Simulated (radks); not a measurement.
Q: Isoelectronic series with 23 electrons, all held in the configuration [Ar] 3d3 4s2, which need not be the ground one along the series. All-electron calculation, Dirac Kohn-Sham, BLYP, spin-unpolarised, spherical densities, point nucleus; open shells fill j = l - 1/2 first. Program: a radial shooting solver on a logarithmic mesh with Libxc functionals. Total energies (hartree) and orbital eigenvalues (eV) (* marks an orbital that is empty in some or all of the ions):

| ion | E (hartree) | 3d5/2* | 4s1/2 | 3d3/2 | 3p3/2 | 3p1/2 |
|---|---|---|---|---|---|---|
| V | -949.30393 | -4.9984 | -4.5830 | -5.0641 | -43.5026 | -44.3394 |
| Fe3+ | -1269.41685 | -58.5492 | -36.6348 | -58.7631 | -112.7782 | -114.4763 |
| Cu6+ | -1639.88617 | -144.5327 | -86.9777 | -145.0178 | -214.2315 | -217.3697 |
| Ge9+ | -2060.97563 | -259.5420 | -154.0519 | -260.4749 | -344.6262 | -349.9772 |
| Br12+ | -2533.17058 | -402.6523 | -237.4945 | -404.2710 | -503.2219 | -511.7928 |
| Sr15+ | -3057.07847 | -573.4614 | -337.2367 | -576.0739 | -689.7623 | -702.8332 |
| Nb18+ | -3633.40919 | -771.7581 | -453.3355 | -775.7521 | -904.1665 | -923.3313 |
| Ru21+ | -4262.97212 | -997.4213 | -585.9213 | -1003.273 | -1146.439 | -1173.649 |
| Ag24+ | -4946.67922 | -1250.379 | -735.1767 | -1258.663 | -1416.633 | -1454.249 |
| Sn27+ | -5685.55159 | -1530.589 | -901.3282 | -1541.987 | -1714.839 | -1765.678 |
| I30+ | -6480.72832 | -1838.028 | -1084.643 | -1853.340 | -2041.170 | -2108.572 |
| Ba33+ | -7333.4776 | -2172.686 | -1285.427 | -2192.841 | -2395.763 | -2483.653 |
| Sm39+ | -9217.4960 | -2923.673 | -1740.842 | -2956.860 | -3190.374 | -3333.740 |
| Tb42+ | -10252.0821 | -3340.023 | -1996.305 | -3381.710 | -3630.752 | -3810.693 |
| Er45+ | -11350.9172 | -3783.635 | -2270.913 | -3835.369 | -4100.113 | -4323.748 |
| Lu48+ | -12516.1783 | -4254.531 | -2565.216 | -4318.044 | -4598.677 | -4874.201 |
| W51+ | -13750.3046 | -4752.739 | -2879.833 | -4829.956 | -5126.679 | -5463.507 |
| Ir54+ | -15056.0379 | -5278.286 | -3215.457 | -5371.340 | -5684.367 | -6093.305 |
| Hg57+ | -16436.4724 | -5831.203 | -3572.870 | -5942.449 | -6272.005 | -6765.446 |

Estimate the row of Pr36+.

A: E (hartree) -8245.2103; 3d5/2* -2534.565; 4s1/2 -1504.029; 3d3/2 -2560.628; 3p3/2 -2778.774; 3p1/2 -2891.737.
